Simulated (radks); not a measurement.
Values are calculated unless marked as measured or tabulated.
Au4+, 75 electrons, occupied as [Kr] 4d10 4f14 5s2 5p4 5d9 (not the ground configuration).

Code: a radial shooting solver on a logarithmic mesh with Libxc functionals. Model: scalar-relativistic Kohn-Sham, PBE, spin-polarised, spherical densities, finite nucleus; open shells are filled with parallel spins first (spin-orbit coupling, left out, can overturn this in heavy ions); Fermi nuclear charge, rms radius 5.4371 fm.

Energy parts (eV):
| part | energy |
|---|---|
| total | -516999.94 |
| kinetic | 578139.52 |
| electron-nucleus | -1281888.04 |
| Hartree | 196549.81 |
| exchange-correlation | -9801.23 |

Orbitals (lengths in bohr, moments of r in powers of bohr):
orbital	occ.	eigenvalue (eV)	<r^4>
1s up	1	-80802.44	4.249e-07
1s down	1	-80802.16	4.249e-07
2s up	1	-14306.53	0.00006227
2s down	1	-14306.28	0.00006226
2p up	3	-12380.43	0.00005051
2p down	3	-12380.11	0.00005051
3s up	1	-3421.763	0.002251
3s down	1	-3421.551	0.002251
3p up	3	-2862.754	0.002474
3p down	3	-2862.511	0.002473
3d up	5	-2264.451	0.001901
3d down	5	-2264.177	0.001901
4s up	1	-788.8222	0.05046
4s down	1	-788.3930	0.05041
4p up	3	-605.4142	0.06745
4p down	3	-604.9777	0.06729
4d up	5	-384.8677	0.09328
4d down	5	-384.3502	0.09273
5s up	1	-165.7545	1.268
5s down	1	-163.0885	1.270
4f up	7	-139.9602	0.1808
4f down	7	-139.2283	0.1769
5p up	3	-115.9488	2.214
5p down	1	-113.2134	2.252
5d up	5	-58.3822	6.867
5d down	4	-56.1323	7.371
6s up	0	-45.7932	35.58
6s down	0	-45.0302	37.06
6p up	0	-34.3606	71.45
6p down	0	-33.8444	74.70

The highest occupied level is 5d down at -56.132 eV. The electron density at the nucleus is 2.302e+06 e/bohr^3 (large components only). The spin density at the nucleus is -11.53 e/bohr^3 (1s -4.70, 2s 0.29, 3s 1.90, 4s 2.66, 5s -11.69). Summed over all electrons, <r^2> = 34.64 bohr^2, which gives a Langevin (diamagnetic) susceptibility term of -27.4 x 10^-6 cm^3/mol. Spin moment in Bohr magnetons: 3. The density falls to 0.001 e/bohr^3 at r = 3.12 bohr.
